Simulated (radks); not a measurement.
These are the eigenvalues of the occupied orbitals of an atom or ion with whole-number occupations (eV). Calculated with a radial shooting solver on a logarithmic mesh with Libxc functionals: Dirac Kohn-Sham, PBEsol, spin-unpolarised, spherical densities, finite nucleus; Fermi nuclear charge, rms radius of each element as measured or else 0.836 A^(1/3) + 0.57 fm.

| orbital | eigenvalue |
|---|---|
| 1s1/2 | -65195.08 |
| 2s1/2 | -11177.68 |
| 2p1/2 | -10680.56 |
| 2p3/2 | -9489.447 |
| 3s1/2 | -2578.167 |
| 3p1/2 | -2357.154 |
| 3p3/2 | -2101.920 |
| 3d3/2 | -1726.677 |
| 3d5/2 | -1670.983 |
| 4s1/2 | -551.8731 |
| 4p1/2 | -461.2655 |
| 4p3/2 | -402.7975 |
| 4d3/2 | -253.6389 |
| 4d5/2 | -242.9333 |
| 5s1/2 | -107.7174 |
| 5p1/2 | -81.6031 |
| 5p3/2 | -73.3871 |
| 4f5/2 | -58.8611 |
| 4f7/2 | -57.1058 |

Which element is it, and in what charge state? The configuration may be excited. Open shells, if any, are shared by 2j + 1.

Answer. Z = 72, hafnium, charge +4: Hf4+ in [Xe] 4f14. The list shows which subshells hold electrons but not how many an open one holds; the 1s level, -2395.9 hartree, gives Z - s = 69.2 by -(Z - s)^2/2, which with screening and relativity narrows Z to a few neighbours, and the depths of the outer levels then fix element, charge and occupations together.
